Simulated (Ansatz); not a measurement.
C2H4AlClSi (`C#C[SiH2][AlH][Cl]`) at its PBE0-D4/def2-TZVP geometry, where that method's forces vanish. Total charge 0; spin multiplicity 1.

| atom | x (Å) | y (Å) | z (Å) |
| --- | --- | --- | --- |
| C1 | -1.021 | 1.065 | 2.199 |
| C2 | -0.801 | 0.858 | 1.030 |
| Si3 | -0.403 | 0.468 | -0.708 |
| Al4 | 1.240 | -1.350 | -0.768 |
| Cl5 | 1.859 | -1.981 | -2.678 |
| H6 | -1.223 | 1.258 | 3.227 |
| H7 | 0.130 | 1.693 | -1.364 |
| H8 | -1.657 | 0.081 | -1.411 |
| H9 | 1.876 | -2.091 | 0.472 |

**Question.** For each bond, give half the difference of the two atoms' forces along it (eV/Å; positive pushes the atoms apart) under PBE-D4, r2SCAN-D4, B3LYP-D4, ωB97M-V in def2-TZVPP. (Estimate.)

**Answer.** Ansatz gave: 
```
   bond  length (Å)  PBE-D4  r2SCAN-D4  B3LYP-D4  ωB97M-V
  C1–C2       1.207    0.99       0.40      0.00    -0.33
  C1–H6       1.066   -0.36      -0.23     -0.10     0.06
 C2–Si3       1.825   -0.55      -0.24      0.09     0.38
Si3–Al4       2.451   -0.09       0.02      0.03    -0.05
 Si3–H7       1.488    0.11       0.01     -0.08    -0.15
 Si3–H8       1.488    0.12       0.01     -0.08    -0.15
Al4–Cl5       2.104    0.18       0.02      0.16     0.10
 Al4–H9       1.579    0.05      -0.03     -0.13    -0.15
```

B3LYP here is the variant with VWN-RPA as its local correlation; programs differ in this.
